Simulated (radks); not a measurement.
Removal energies from the hafnium ion Hf6+, [Xe] 4f(5/2: 6, 7/2: 6), by Delta-SCF beside the eigenvalue of the level emptied. Calculated with a radial shooting solver on a logarithmic mesh with Libxc functionals: Dirac Kohn-Sham, PBE, spin-unpolarised, spherical densities, finite nucleus; Fermi nuclear charge, rms radius of each element as measured or else 0.836 A^(1/3) + 0.57 fm. Sub-shells are occupied by j as written (lower j first in brackets).

removed from                                  final configuration  Delta-SCF (eV)  -eigenvalue (eV)
5p3/2         [Kr] 4d10 4f(5/2: 6, 7/2: 6) 5s2 5p(1/2: 2, 3/2: 3)          119.01            110.28
4f7/2                                     [Xe] 4f(5/2: 6, 7/2: 5)          120.40            106.68
4f5/2                                     [Xe] 4f(5/2: 5, 7/2: 6)          122.43            108.61
5p1/2         [Kr] 4d10 4f(5/2: 6, 7/2: 6) 5s2 5p(1/2: 1, 3/2: 4)          129.15            119.94
